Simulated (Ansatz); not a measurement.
Mulliken charges of `FC1=C(F)[SiH2]1` from B3LYP/def2-TZVPP in Ansatz (PBE0-D4/def2-TZVP geometry).

| atom | x (Å) | y (Å) | z (Å) | charge (e) |
| --- | --- | --- | --- | --- |
| F1 | 0.324 | -1.538 | 1.672 | -0.178 |
| C2 | 0.115 | -0.697 | 0.679 | 0.129 |
| C3 | -0.485 | -0.692 | -0.501 | 0.129 |
| F4 | -1.167 | -1.525 | -1.261 | -0.178 |
| Si5 | 0.272 | 0.921 | -0.136 | 0.216 |
| H6 | -0.534 | 2.097 | 0.278 | -0.060 |
| H7 | 1.535 | 1.366 | -0.777 | -0.060 |

Question: By hand: the dipole of these point charges (1 e Å = 4.8032 D).

Answer: Σ q r = (0.101, 0.357, -0.050) e Å, of length 0.374 e Å = 1.80 D.

Question: How does the dipole of the full density compare? (Estimate.)

Answer: The calculation gave: (0.100, 0.355, -0.050) e Å, 1.79 D; the point charges give 1.01 times that, at 0° from its direction.

Point charges leave out the atoms' own dipoles, such as those of lone pairs, and Mulliken's split depends on the basis, so the close match here is no proof of good charges.

B3LYP here is the variant with VWN-RPA as its local correlation; programs differ in this.
